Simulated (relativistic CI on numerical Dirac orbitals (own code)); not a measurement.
**Hyperfine structure of Tb26+, mass number 157**

Method of calculation: Dirac-Coulomb-Breit CI, KLI orbitals optimised for each configuration, model QED (radiative potential, 1s self-energy scaled to tabulated hydrogen-like ionisation energies), unscaled Slater integrals (own radial code, finite nucleus).

Configurations in the expansion (outside the closed core [Ar] 3d10): 4s²4p⁶4d³, 4s²4p⁵4d⁴, 4s²4p⁶4d²4f, 4s4p⁶4d⁴, 4s4p⁶4d³4f, 4s²4p⁶4d²5s, 4s²4p⁶4d4f5s, 4s²4p⁶4d²5p, 4s²4p⁶4d²5d, 4s²4p⁵4d³5s, 4s²4p⁶4d4f², 4s²4p⁶4f³, 4s4p⁶4d4f³, 4s²4p⁶4f²5s, 4s²4p⁶4f²5p, 4s²4p⁶4d5s², 4s²4p⁶4f5s², 4s4p⁶4d4f5s², 4s²4p⁶5s²5p. Double excitations out of closed p, d and f shells are left out; levels of such configurations are missing from the list, as are those of other unlisted configurations, and high levels can miss mixing partners. These lack a partner that the ground configuration has and come out too high: 4s²4p⁶4d²5d, 4s²4p⁵4d³5s.

Nuclear spin I = 3/2, μ = 2.03 μN, Q = 1.4 b (tables of Stone and Pyykkö). The electronic factors are computed for point nuclear moments, without core polarisation or the Bohr-Weisskopf and QED corrections.

| Level | E (cm⁻¹) | A (MHz) | B (MHz) |
| --- | --- | --- | --- |
| 4s²4p⁶4d³ ⁴F3/2 | 0.0 | 19880 | -10200 |
| 4s²4p⁶4d³ ⁴F5/2 | 49994.3 | 11400 | -5950 |
| 4s²4p⁶4d³ ⁴F7/2 | 73203.4 | 11500 | 667 |
| 4s²4p⁶4d³ ⁴P1/2 | 80067.9 | -8012 |  |
| 4s²4p⁶4d³ ⁴P5/2 | 121862.9 | 5320 | 14300 |
| 4s²4p⁶4d³ ²G7/2 | 127612.2 | 10410 | 2410 |
| 4s²4p⁶4d³ ⁴F9/2 | 136354.6 | 9905 | 6270 |
| 4s²4p⁶4d³ ²P1/2 | 153341.7 | -2460 |  |

Levels with J = 0, under 50 % of one LS term, or S terms without an open s electron are left out. Small factors come from cancelling terms and can be off by tens of per cent or more.

At this charge energies of transitions that change n are usually good to better than 1 %, and those within a shell (Δn = 0) to a few per cent. Terms inside the open d or f shell come out 10 to 20 % too wide with unscaled integrals.

Q: Give the hyperfine levels of 4s²4p⁶4d³ ⁴F3/2 relative to its centre of gravity.

A: With K = F(F + 1) − I(I + 1) − J(J + 1), E = AK/2 + B[¾K(K + 1) − I(I + 1)J(J + 1)]/[2I(2I − 1)J(2J − 1)]: F = 0: -87350, F = 1: -57240, F = 2: -7242, F = 3: 42180 MHz.

LS names give the leading component of a level, which can be under half, so a name can repeat, a term be missing and a line seem to break the LS rules.
